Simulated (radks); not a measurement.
Q: Method: scalar-relativistic Kohn-Sham, exchange-only LDA, spin-polarised, spherical densities, finite nucleus; Fermi nuclear charge, rms radius of each element as measured or else 0.836 A^(1/3) + 0.57 fm; computed with a radial shooting solver on a logarithmic mesh with Libxc functionals. Response by self-consistent Sternheimer equations with the Hartree and adiabatic exchange-only LDA kernel, the relativistic mass of each level held fixed and spin-orbit coupling left out. Rank In3+, Sb5+, Sn4+, I7+, Te6+, Xe8+, Pd, Ag+, Cd2+ (NIST ground configurations) by static dipole polarisability, largest first.

A: Pd 35.02, Ag+ 11.39, Cd2+ 5.877, In3+ 3.625, Sn4+ 2.471, Sb5+ 1.796, Te6+ 1.365, I7+ 1.072, Xe8+ 0.8627 bohr^3.
